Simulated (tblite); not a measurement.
Species: C₄H₁₈Si₄.
Atom-mapped SMILES: `[CH3:1][C:2]([CH3:3])([CH3:4])[SiH2:5][SiH2:6][SiH2:7][SiH3:8]` (hydrogens: H9, H10, H11 on C1; H12, H13, H14 on C3; H15, H16, H17 on C4; H18, H19 on Si5; H20, H21 on Si6; H22, H23 on Si7; H24, H25, H26 on Si8)

Computed with GFN2-xTB (tblite), gas phase: L-BFGS steps from a force-field or distance-geometry start until the largest atomic force falls under 0.01 eV/Å.

Step 0: E = -669.1627 eV
```
atom  x, y, z in Å  |  force x, y, z in eV/Å
C1     -2.2692    0.4314   -1.4682   -0.183  -0.686  -1.173
C2     -1.7964    0.4368   -0.0491   -0.731   0.239   1.065
C3     -2.3871    1.5601    0.7832   -1.060   1.177   0.741
C4     -2.2804   -0.8393    0.6105   -0.403  -0.814   0.151
Si5     0.0454    0.5937    0.1315    0.536   0.527   0.512
Si6     1.1975   -0.7294   -1.2232    0.294  -0.307  -1.217
Si7     2.8716   -1.5562    0.0285   -0.303  -0.827   0.120
Si8     4.2100    0.0424    0.8173    1.097   0.407   0.343
H9     -3.3798    0.3764   -1.5374    0.732   0.306   0.001
H10    -1.8624    1.2572   -2.0709   -0.408  -0.138   0.315
H11    -1.8848   -0.5082   -1.9273   -0.263   0.587  -0.009
H12    -3.1855    2.1056    0.2393    0.402  -0.260   0.183
H13    -2.8869    1.1495    1.7063    0.722   0.622  -0.750
H14    -1.6297    2.3189    1.0728   -0.618  -0.430   0.009
H15    -3.3763   -0.7472    0.8370    0.920  -0.341  -0.223
H16    -2.1334   -1.6575   -0.1206   -0.086   0.029   0.791
H17    -1.7343   -1.0371    1.5654   -0.544  -0.029  -0.811
H18     0.4649    1.9710   -0.1328   -0.071   0.202   0.119
H19     0.3788    0.2671    1.5305   -0.056   0.193   0.025
H20     0.4335   -1.8397   -1.7645   -0.188  -0.130  -0.315
H21     1.7184    0.0669   -2.3573   -0.121  -0.238   0.035
H22     3.5811   -2.5274   -0.7853    0.186  -0.385   0.101
H23     2.2328   -2.1920    1.2053    0.175  -0.205  -0.222
H24     3.4689    1.2238    1.2529    0.111   0.046   0.022
H25     5.2105    0.4023   -0.2055   -0.127   0.135   0.213
H26     4.9715   -0.5464    1.9346   -0.013   0.321  -0.021
```

**Question.** Estimate the geometry and energy of step 1. (The exact step hangs on the optimiser's Hessian estimate; all steps are aligned on step 0, rigid shifts and turns removed.)

**Answer.** E = -669.3590 eV, largest force 0.674 eV/Å
```
atom  x, y, z in Å  |  force x, y, z in eV/Å
C1     -2.2718    0.4216   -1.4850    0.032  -0.122  -0.004
C2     -1.8068    0.4402   -0.0339   -0.449   0.174   0.368
C3     -2.4023    1.5769    0.7938   -0.438   0.438   0.199
C4     -2.2861   -0.8510    0.6126   -0.154  -0.200   0.042
Si5     0.0531    0.6012    0.1388    0.269   0.180   0.147
Si6     1.2017   -0.7338   -1.2406    0.115  -0.175  -0.641
Si7     2.8673   -1.5680    0.0302   -0.027  -0.362   0.087
Si8     4.2257    0.0482    0.8222    0.521   0.106   0.157
H9     -3.3694    0.3808   -1.5374    0.343   0.227  -0.092
H10    -1.8682    1.2552   -2.0664   -0.308  -0.033   0.171
H11    -1.8885   -0.4998   -1.9275   -0.066   0.111  -0.215
H12    -3.1797    2.1019    0.2419   -0.040   0.064  -0.031
H13    -2.8766    1.1584    1.6956    0.347   0.454  -0.197
H14    -1.6385    2.3128    1.0729   -0.401  -0.119   0.105
H15    -3.3631   -0.7521    0.8339    0.410  -0.352  -0.105
H16    -2.1346   -1.6571   -0.1093   -0.030  -0.215   0.494
H17    -1.7421   -1.0375    1.5538   -0.358  -0.137  -0.444
H18     0.4639    1.9739   -0.1311   -0.041   0.291   0.111
H19     0.3780    0.2698    1.5309   -0.007   0.169   0.130
H20     0.4308   -1.8416   -1.7690   -0.220  -0.163  -0.346
H21     1.7166    0.0635   -2.3568   -0.036  -0.125  -0.157
H22     3.5838   -2.5329   -0.7838    0.193  -0.403   0.101
H23     2.2353   -2.1949    1.2022    0.102  -0.270  -0.109
H24     3.4705    1.2245    1.2532    0.137   0.027   0.017
H25     5.2086    0.4043   -0.2024    0.009   0.180   0.095
H26     4.9713   -0.5419    1.9342    0.098   0.256   0.117
```

The energy changes by -0.1964 eV. The first-order estimate −F·Δx gives -0.2765 eV and the mean of the old and new forces, exact on a quadratic surface, -0.1962 eV. The step makes an angle of 0° with the force vector and moves no atom by more than 0.025 Å.

What follows is the cost of the whole relaxation. Time: 1.1 s of wall time. Hardware: Arm Neoverse V2, one thread, shared host.
